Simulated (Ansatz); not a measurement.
Reaction (redistribution): `C[Si](C)(F)I` + `OC[SiH](F)F` → `C[Si](F)(F)I` + `C[SiH](F)CO`

Calculated with Ansatz (gas phase, PBE0-D4/def2-TZVP geometries, no zero-point term in ΔE). CCSD(T)/CBS adds triple-zeta CCSD(T) − MP2 to the extrapolated MP2 energy (def2 sets, frozen cores). def2 core potentials past Kr. For I outer-core shells are correlated without core-valence functions, which leaves a few kJ/mol of doubt a bond. Each species was taken in one conformer, which may not be the lowest.

`C[Si](C)(F)I`:

Cartesian coordinates in Å:
```
C -1.083 0.672 -0.975
Si 0.368 -0.314 -0.388
C 0.527 -0.440 1.451
F 0.245 -1.794 -0.985
I 2.422 0.650 -1.310
H -1.017 1.701 -0.615
H -1.121 0.691 -2.065
H -2.012 0.231 -0.601
H 0.649 0.551 1.893
H 1.392 -1.047 1.723
H -0.370 -0.902 1.873
```

`OC[SiH](F)F`:

Cartesian coordinates in Å:
```
O 0.186 -1.566 -0.761
C 0.273 -0.751 0.397
Si -0.369 0.977 0.102
F -1.937 0.972 -0.142
F 0.305 1.486 -1.249
H 0.639 -1.124 -1.485
H 1.301 -0.706 0.791
H -0.326 -1.238 1.172
H -0.072 1.950 1.174
```

`C[Si](F)(F)I`:

Z-matrix (Å, degrees):
```
C
Si 1 1.836
H 1 1.091 2 110.4
H 1 1.093 2 109.7 3 120.0
H 1 1.091 2 110.4 3 -120.1
F 2 1.585 1 110.5 3 -178.8
F 2 1.585 1 110.5 3 -61.3
I 2 2.419 1 113.1 3 59.9
```

`C[SiH](F)CO`:

```xyz
12

C     1.828    0.285    0.013
Si    0.174   -0.361   -0.523
F     0.071   -1.929   -0.158
C    -1.266    0.436    0.383
O    -2.493   -0.230    0.111
H     2.637   -0.247   -0.494
H     1.921    1.346   -0.234
H     1.968    0.172    1.090
H    -0.006   -0.262   -1.994
H    -1.391    1.471    0.049
H    -1.068    0.486    1.465
H    -2.374   -1.167    0.291
```

```csv
species,SCS-MP2/def2-TZVPP energy (Eh)
`C[Si](C)(F)I`,-765.65343
`OC[SiH](F)F`,-604.16677
`C[Si](F)(F)I`,-825.61930
`C[SiH](F)CO`,-544.19800
```

Task: Work out ΔE.

Result: ΔE = (-825.61930) + (-544.19800) − (-765.65343) − (-604.16677) = 0.00290 Eh = +7.6 kJ/mol. CCSD(T)/CBS gives +6.6 kJ/mol.

Largest T1 diagnostic among the species: 0.011.
